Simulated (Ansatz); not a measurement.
Reaction (formal exchange of groups at the Si–N bond): `OC/C(O)=N\[SiH3]` + `C[SiH]([AlH2])Cl` → `C[Si]([AlH2])([SiH3])Cl` + `N=C(O)CO`

Isolated molecules relaxed with PBE0-D4/def2-TZVP in Ansatz; ΔE leaves out vibrations. CCSD(T)/CBS adds triple-zeta CCSD(T) − MP2 to the extrapolated MP2 energy (def2 sets, frozen cores). DFT in def2-TZVPP. B3LYP here is the variant with VWN-RPA as its local correlation; programs differ in this. One conformer a species, not always the lowest.

`OC/C(O)=N\[SiH3]`:

```xyz
13

O    -0.919    0.934    1.140
C     0.016   -0.035    1.510
C     0.695   -0.689    0.330
O     1.554   -1.625    0.772
N     0.546   -0.460   -0.893
Si   -0.418    0.690   -1.746
H    -1.709    0.502    0.805
H     0.786    0.462    2.107
H    -0.412   -0.823    2.142
H     1.973   -2.000   -0.015
H    -1.879    0.541   -1.473
H    -0.230    0.410   -3.192
H    -0.005    2.093   -1.488
```

`C[SiH]([AlH2])Cl`:

```xyz
10

C     1.159   -0.936    0.645
Si    0.393    0.623   -0.055
Al   -1.907    0.355   -0.902
Cl    0.398    2.065    1.447
H     0.568   -1.331    1.473
H     1.222   -1.704   -0.131
H     2.168   -0.731    1.010
H     1.298    1.151   -1.117
H    -3.115    1.173   -0.278
H    -2.184   -0.664   -2.093
```

`C[Si]([AlH2])([SiH3])Cl`:

Cartesian coordinates in Å:
```
C 0.494 1.846 0.077
Si -0.145 0.132 -0.330
Al 1.315 -1.341 -1.639
Si -1.183 -0.828 1.537
Cl -1.664 0.360 -1.776
H 1.271 1.782 0.845
H 0.924 2.321 -0.807
H -0.311 2.480 0.456
H 2.425 -0.716 -2.589
H 1.069 -2.909 -1.632
H -2.230 0.074 2.092
H -0.162 -1.073 2.597
H -1.803 -2.128 1.170
```

`N=C(O)CO`:

Z-matrix (Å, degrees):
```
C
O 1 1.402
C 1 1.506 2 113.4
H 1 1.091 2 107.5 3 120.8
H 1 1.101 2 111.5 3 -121.4
H 2 0.962 1 107.7 3 46.7
O 3 1.346 1 110.7 2 -41.6
N 3 1.260 1 129.1 2 140.8
H 7 0.967 3 106.7 1 -179.6
H 8 1.015 3 111.5 1 -3.8
```

CCSD(T)/CBS gives +40.8 kJ/mol.

(1) Another level gave +48.3 kJ/mol. Which?
A. PBE/def2-TZVPP
B. PBE0/def2-TZVPP
C. MP2/def2-TZVPP
D. B3LYP/def2-TZVPP

Largest T1 diagnostic among the species: 0.013.

Answers

(1) C. MP2/def2-TZVPP 48.3, B3LYP 43.2, PBE 25.5, PBE0 31.1 kJ/mol.

From PBE to PBE0 (25 % exact exchange), in def2-TZVPP and without D4, ΔE moves by +5.6 kJ/mol. In def2-TZVPP, CCSD(T) changes the Hartree–Fock value by −18.9 kJ/mol (the triples alone add −2.2 kJ/mol) and MP2 by −11.2 kJ/mol.
